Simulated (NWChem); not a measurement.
# C$_{4}$H$_{4}$S$_{2}$; SMILES Sc1cccs1

```xyz
10

S     -0.0291    -2.1692    -0.0586
C     -0.1962    -0.4208     0.0156
C     -1.3648     0.3040     0.0024
C     -1.1427     1.7071    -0.0133
C      0.1908     2.0279    -0.0145
S      1.1815     0.6294    -0.0139
H      0.2848    -2.3757     1.2424
H     -2.3465    -0.1713     0.0078
H     -1.9391     2.4527    -0.0177
H      0.6404     3.0206    -0.0128
```
Atoms are numbered in this order, from 1.

Results from NWChem. Geometry: optimised at PBE0/def2-SVP. B3LYP is NWChem's, with the RPA form of VWN correlation.

### Question
Order these by “dipole (D)”, lowest first: B3LYP/def2-SVP; B3LYP/def2-SVPD; B3LYP/def2-TZVPP; B3LYP/STO-3G.

### Answer
B3LYP/STO-3G (0.99), B3LYP/def2-SVP (1.35), B3LYP/def2-TZVPP (1.45), B3LYP/def2-SVPD (1.50)
